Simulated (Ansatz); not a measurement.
`N[SiH2][SiH](N)F`, charge 0, multiplicity 1.

Task: Give a relaxed structure at PBE0-D4/def2-TZVP (Ansatz). (Best estimate.)

Result: The calculation gave: 
Z-matrix (Å, degrees):
```
Si
Si 1 2.342
N 1 1.734 2 105.3
H 1 1.496 2 111.6 3 126.2
H 1 1.488 2 110.6 3 -114.9
F 2 1.616 1 107.8 3 -75.5
N 2 1.698 1 105.2 3 46.2
H 2 1.485 1 117.5 3 167.0
H 3 1.009 1 118.2 2 61.8
H 3 1.009 1 118.5 2 -161.4
H 7 1.006 2 124.0 1 168.4
H 7 1.007 2 120.4 1 -32.1
```
This is one stationary point; other conformers may exist.
